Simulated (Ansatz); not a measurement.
Isolated molecules relaxed with PBE0-D4/def2-TZVP in Ansatz; ΔE leaves out vibrations. CBS: MP2 limit from def2 TZ/QZ plus the TZ coupled-cluster correction, frozen cores. This one scheme is used for every species. Functionals use def2-TZVPP.

Reaction (substitution at a C–Cl bond): `FC(F)(Cl)C(Cl)(Cl)Cl` + H–F → `FC(F)(F)C(Cl)(Cl)Cl` + HCl

CCSD(T)/CBS gives -26.9 kJ/mol.

Task: Another level gave -38.3 kJ/mol. Which?
A. CAM-B3LYP/def2-TZVPP
B. MP2/def2-TZVPP
C. r2SCAN0/def2-TZVPP
D. B2PLYP/def2-TZVPP

Result: D. B2PLYP -38.3, r2SCAN0 -43.5, MP2/def2-TZVPP -23.9, CAM-B3LYP -48.6 kJ/mol.

Largest T1 diagnostic among the species: 0.011.

At CCSD(T), def2-SVP lies −31.7 kJ/mol from the extrapolated value and def2-TZVPP −9.8 kJ/mol. The D4 term adds +9.4 kJ/mol with B3LYP and +5.0 kJ/mol with PBE0; it sums over pairs of atoms, weighted by their polarisabilities, and B3LYP, whose exchange is more repulsive, gets the larger term. In def2-TZVPP, CCSD(T) changes the Hartree–Fock value by +31.1 kJ/mol (the triples alone add +5.4 kJ/mol) and MP2 by +43.9 kJ/mol.

B3LYP here is the variant with VWN-RPA as its local correlation; programs differ in this.
